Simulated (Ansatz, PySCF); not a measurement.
Complex: H2O (SMILES O) (first 3 atoms) with SO2 (SMILES O=S=O); geometry from B3LYP-D3(BJ)/def2-TZVP, rigid monomers moved along the line of their centres of mass till O1···S5 is 3.11 Å.
(charge 0, multiplicity 1):
```xyz
6

O      0.50567    -0.09015     0.61050
H      0.60674     0.85034     0.42236
H     -0.36268    -0.33460     0.26938
O     -1.25877    -0.63792     3.57471
S      0.09352    -0.15517     3.69547
O      0.29329     1.26613     3.82313
```

Interaction energies are E(AB) − E(A) − E(B) at the monomers' geometry in the complex; basis-set methods are counterpoise corrected.

Cores are frozen in the correlated methods. CBS(a, b) extrapolates the correlation energy as X⁻³ and adds the Hartree–Fock energy of set b.

Codes used: Ansatz (a first-principles code) with Gaussian orbitals; PySCF for the dispersion terms. Values without a source in brackets are computed.

PBE/def2-TZVPPD gives -3.46 kcal/mol for the interaction energy.

Question: How do the other levels lie against it? Give each less PBE: PBE-D3(BJ)/def2-TZVPPD, r2SCAN/def2-TZVPPD, B3LYP/def2-TZVPPD, wB97M-V/def2-TZVPPD, MP2/CBS(aug-cc-pV(D+d)Z, aug-cc-pV(T+d)Z), MP2/CBS(aug-cc-pV(D+d)Z, aug-cc-pV(T+d)Z) + ΔCCSD(T)/aug-cc-pV(D+d)Z.

Answer: PBE-D3(BJ)/def2-TZVPPD -0.71; r2SCAN/def2-TZVPPD -0.63; B3LYP/def2-TZVPPD 0.37; wB97M-V/def2-TZVPPD -0.76; MP2/CBS(aug-cc-pV(D+d)Z, aug-cc-pV(T+d)Z) -0.22; MP2/CBS(aug-cc-pV(D+d)Z, aug-cc-pV(T+d)Z) + ΔCCSD(T)/aug-cc-pV(D+d)Z -0.38 kcal/mol. 1 of 6 lie above PBE; the widest gap is to wB97M-V/def2-TZVPPD.
